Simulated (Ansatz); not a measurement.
`[OH][Al]([Br])[Br]` and `[OH][Al]([F])[Br]` differ in one atom or group.

Ansatz, PBE0-D4/def2-TZVP geometries, multiplicity 1. Each molecule was computed in one conformer, which needn't be the lowest.

Scalar relativity is left out up to krypton.

```tsv
property	`[OH][Al]([Br])[Br]`
HOMO–LUMO gap (ωB97M-V/def2-TZVPP) / eV	11.37
HOMO energy (PBE0/def2-TZVPP) / eV	-8.64
HOMO–LUMO gap (PBE/def2-TZVPP) / eV	5.34
HOMO energy (ωB97M-V/def2-TZVPP) / eV	-10.84
HOMO–LUMO gap (B3LYP/def2-TZVPP) / eV	6.92
LUMO energy (PBE0/def2-TZVPP) / eV	-1.16
```

Problem. What does the change do to each property? (An estimate is asked.)

Solution. Computed: 
```csv
property,`[OH][Al]([F])[Br]`,shift
HOMO–LUMO gap (ωB97M-V/def2-TZVPP) / eV,11.73,0.36
HOMO energy (PBE0/def2-TZVPP) / eV,-8.95,-0.31
HOMO–LUMO gap (PBE/def2-TZVPP) / eV,5.63,0.29
HOMO energy (ωB97M-V/def2-TZVPP) / eV,-11.19,-0.35
HOMO–LUMO gap (B3LYP/def2-TZVPP) / eV,7.23,0.31
LUMO energy (PBE0/def2-TZVPP) / eV,-1.11,0.05
```

With PBE0 the HOMO falls by 0.31 eV and the LUMO rises by 0.05 eV, so the gap widens by about 0.36 eV. PBE moves the HOMO by -0.26 eV and ωB97M-V by -0.35 eV.

B3LYP here is the variant with VWN-RPA as its local correlation; programs differ in this.

Spin–orbit coupling is left out; it splits and shifts lone-pair levels of the heavy atoms by tenths of an eV.
